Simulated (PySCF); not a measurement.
## Be: excitation energy

Be [He] 2s2 (1S) → Be [He] 2s1 3d1 (3D), as a difference of total energies. All numbers are calculated (PySCF 2.14, the non-relativistic Hamiltonian (point nucleus), in dyall-av3z). Correlated levels: valence: 1s2 frozen; virtual orbitals above 40 to 60 times the deepest correlated orbital energy dropped. The calculations carry no spin-orbit coupling.

```csv
method,excitation energy (eV)
UHF,7.693
MP2 (valence),8.386
SCS-MP2 (valence),8.612
CCSD (valence),8.717
```

Task: How much does correlation contribute at MP2 (valence)?

Result: 8.386 − (7.693) = 0.693 eV, measured against UHF.

The promoted electron is Rydberg-like, and one or two diffuse shells describe it only roughly, which tends to raise the upper state.

With two correlated electrons CCSD is exact in that space.
